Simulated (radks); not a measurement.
Species: Yb. Configuration: [Xe] 4f14 6s2.

Method: scalar-relativistic Kohn-Sham, BLYP, spin-polarised, spherical densities, point nucleus; computed with a radial shooting solver on a logarithmic mesh with Libxc functionals.

Energy parts (eV):
| part | energy |
|---|---|
| total | -382610.93 |
| kinetic | 417033.28 |
| electron-nucleus | -941883.10 |
| Hartree | 150229.32 |
| exchange-correlation | -7990.43 |

Orbitals (lengths in bohr, moments of r in powers of bohr):
orbital,occ.,eigenvalue (eV),<1/r>,<r>,<r^4>
1s,2,-61252.38,80.67,0.01966,7.549e-07
2s,2,-10377.56,18.81,0.08332,0.0001161
2p,6,-9145.690,17.26,0.07414,0.00008915
3s,2,-2338.739,6.947,0.2167,0.004342
3p,6,-1967.501,6.465,0.2162,0.004611
3d,10,-1515.714,6.124,0.1961,0.003595
4s,2,-459.7632,2.936,0.4878,0.1052
4p,6,-337.9262,2.678,0.5182,0.1401
4d,10,-177.6672,2.367,0.5600,0.2176
5s,2,-54.7140,1.098,1.208,4.098
5p,6,-27.2091,0.8988,1.453,9.461
6s,2,-3.8129,0.3220,3.905,505.6
4f,14,-2.8005,1.729,0.7928,3.654

The highest occupied level is 4f at -2.800 eV. The density falls to 0.001 e/bohr^3 at r = 5.03 bohr. Summed over all electrons, <r^2> = 72.27 bohr^2, which gives a Langevin (diamagnetic) susceptibility term of -57.2 x 10^-6 cm^3/mol.

Empty levels of this run are not shown, since the potential may be unsettled where no density lies.
